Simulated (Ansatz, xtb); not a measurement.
C5H6ClN: which of two isomers lies lower

We compare I, `N#C[C@@H]1CC[C@@H]1Cl`, a singlet, with II, `N#C[C@@H]1CC[C@H]1Cl`, a singlet. Both are isolated molecules in the gas phase, relaxed with PBE-D3(BJ)/def2-SVP.

Quicker runs give these differences E(II) − E(I): GFN2-xTB −0.061 eV; HF/STO-3G −0.085 eV (at GFN2-xTB geometries); r2SCAN-D4/def2-SVP −0.067 eV (at GFN2-xTB geometries).

**Question.** Estimate E(II) − E(I) at the level CCSD(T)/def2-SVP + ΔMP2/def2-TZVPP.

**Answer.** Calculated at CCSD(T)/def2-SVP + ΔMP2/def2-TZVPP: E(II) − E(I) = −0.072 eV, so structure II lies lower.

Level by level:

```
                             level             geometry  E(II) − E(I) (eV)  departure from the last row (eV)  job, with rough time for the two
                          GFN2-xTB             GFN2-xTB              −0.061                            +0.011              optimisation, 0.21 s
                         HF/STO-3G             GFN2-xTB              −0.085                            −0.013              single point, 0.56 s
                r2SCAN-D4/def2-SVP             GFN2-xTB              −0.067                            +0.005               single point, 6.9 s
               PBE-D3(BJ)/def2-SVP  PBE-D3(BJ)/def2-SVP              −0.076                            −0.004                optimisation, 43 s
                       HF/def2-SVP  PBE-D3(BJ)/def2-SVP              −0.100                            −0.028           part of the CCSD(T) run
                      MP2/def2-SVP  PBE-D3(BJ)/def2-SVP              −0.066                            +0.006           part of the CCSD(T) run
                  CCSD(T)/def2-SVP  PBE-D3(BJ)/def2-SVP              −0.070                            +0.002                      single point
CCSD(T)/def2-SVP + ΔMP2/def2-TZVPP  PBE-D3(BJ)/def2-SVP              −0.072                                                  single point, 96 s
```

As drawn, both hold the same kinds of bond in the same numbers.

The levels shown agree on the order. The largest departure from CCSD(T)/def2-SVP + ΔMP2/def2-TZVPP is that of HF/def2-SVP, 0.028 eV. The last row adds to CCSD(T) the change of the MP2 difference between the two basis sets, here −0.002 eV.

With thermal terms from frequencies at re-optimised GFN2-xTB minima (ideal gas, soft modes damped towards free rotors, one conformer each, 298.15 K, 1 atm): on the last row, ΔE + ΔZPE = −0.071, ΔH = −0.071, ΔG = −0.073 eV.

The correlated steps freeze 11 core orbitals. Codes used: Ansatz 0.2.0, xtb 6.7.1; the last row on 2 threads of Arm Neoverse V1 on a shared host.
